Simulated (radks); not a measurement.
Results of a calculation; reference values are marked as such.
Q: Gd17+, 47 electrons, occupied as [Kr] 4d10 4f1. Level of theory: Dirac Kohn-Sham, relativistic LDA (MacDonald-Vosko exchange, VWN5 correlation), spin-unpolarised, spherical densities, finite nucleus; open shells fill j = l - 1/2 first; Fermi nuclear charge, rms radius 5.1569 fm (a radial shooting solver on a logarithmic mesh with Libxc functionals).

Spin-orbit splittings of the eigenvalues, e(l+1/2) - e(l-1/2), with zeta = 2 splitting/(2l+1) and mean radii in bohr:

shell  occ.  splitting (eV)  zeta (eV)  <r> j=l-1/2  <r> j=l+1/2
2p        6           687.9      458.6      0.07769      0.08450
3p        6               ?          ?       0.2340       0.2469
3d       10           30.95      12.38       0.2188       0.2228
4p        6           34.53      23.02       0.5460       0.5711
4d       10           6.730      2.692       0.5860       0.5938
4f        1           1.311     0.3746       0.6108       0.6140
5p        0           10.68      7.118        1.085        1.122

Estimate the 3p splitting.

A: 141.5 eV (zeta = 94.32 eV).
